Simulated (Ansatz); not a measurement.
A run of Ansatz (development build ahead of 0.2.0) on triplet C₁₀H₁₀ at this shape:

```xyz
20

C     2.2814    0.0000    0.0000
C     1.8457    1.3410    0.0000
C     0.7050    2.1698    0.0000
C    -0.7050    2.1698    0.0000
C    -1.8457    1.3410    0.0000
C    -2.2814    0.0000    0.0000
C    -1.8457   -1.3410    0.0000
C    -0.7050   -2.1698    0.0000
C     0.7050   -2.1698    0.0000
C     1.8457   -1.3410    0.0000
H     3.3664    0.0000    0.0000
H     2.7235    1.9787    0.0000
H     1.0403    3.2017    0.0000
H    -1.0403    3.2017    0.0000
H    -2.7235    1.9787    0.0000
H    -3.3664    0.0000    0.0000
H    -2.7235   -1.9787    0.0000
H    -1.0403   -3.2017    0.0000
H     1.0403   -3.2017    0.0000
H     2.7235   -1.9787    0.0000
```

Its results:

| Item | Value |
| --- | --- |
| Converged | yes |
| Total energy | -386.49799 hartree |
| Spin squared of the determinant | 2.000 |
| Stability test | minimum among restricted orbitals |

Q: Which input gives this output? Name the method, the orbitals and the basis set, and write the input.

A: PBE0 (restricted open-shell) in def2-TZVP.

```yaml
crystal:
  periodic: [false, false, false]
  atoms:
    - { symbol: C, position_ang: [2.28143, 0.0, 0.0] }
    - { symbol: C, position_ang: [1.84571, 1.34099, 0.0] }
    - { symbol: C, position_ang: [0.705, 2.16977, 0.0] }
    - { symbol: C, position_ang: [-0.705, 2.16977, 0.0] }
    - { symbol: C, position_ang: [-1.84571, 1.34099, 0.0] }
    - { symbol: C, position_ang: [-2.28143, 0.0, 0.0] }
    - { symbol: C, position_ang: [-1.84571, -1.34099, 0.0] }
    - { symbol: C, position_ang: [-0.705, -2.16977, 0.0] }
    - { symbol: C, position_ang: [0.705, -2.16977, 0.0] }
    - { symbol: C, position_ang: [1.84571, -1.34099, 0.0] }
    - { symbol: H, position_ang: [3.36643, 0.0, 0.0] }
    - { symbol: H, position_ang: [2.7235, 1.97874, 0.0] }
    - { symbol: H, position_ang: [1.04028, 3.20166, 0.0] }
    - { symbol: H, position_ang: [-1.04028, 3.20166, 0.0] }
    - { symbol: H, position_ang: [-2.7235, 1.97874, 0.0] }
    - { symbol: H, position_ang: [-3.36643, 0.0, 0.0] }
    - { symbol: H, position_ang: [-2.7235, -1.97874, 0.0] }
    - { symbol: H, position_ang: [-1.04028, -3.20166, 0.0] }
    - { symbol: H, position_ang: [1.04028, -3.20166, 0.0] }
    - { symbol: H, position_ang: [2.7235, -1.97874, 0.0] }
basis:
  gaussian: { orbitals: def2-TZVP }
magnetization:
  initial_magnetization: 2
hamiltonian:
  xc: pbe0
```

Caution: another spin multiplicity may lie lower.
